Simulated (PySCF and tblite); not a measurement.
Values are calculated unless marked as measured or tabulated.
System: C₅H₈O₃, numbered as in [CH3:1][O:2][C:3](=[O:4])/[CH:5]=[C:6](/[CH3:7])[OH:8].

The path came from a restrained scan, a climbing-image band and a saddle search at GFN2-xTB; energies are PBE0/pcSseg-1 + D3(BJ)//GFN2-xTB, thermal terms GFN2-xTB. Rate constants are transition-state-theory values, counting equivalent paths, without tunnelling. Run with tblite and PySCF.

(1) What barrier does the rotation about the C6–O8 bond (torsion C5–C6–O8–H from 0° to 180°, rising) meet, and how fast is it at 298 K?

Results:

(1) The electronic barrier is 19.6 kcal/mol and ΔG‡(298 K) 18.3 kcal/mol, over a C1 saddle with an imaginary mode of 528i cm⁻¹ (GFN2-xTB). With 2 equivalent paths, k is 0.48 s⁻¹, a mean lifetime of the start of 2.1 s against this motion. The end lies 14.7 kcal/mol above the start in free energy.
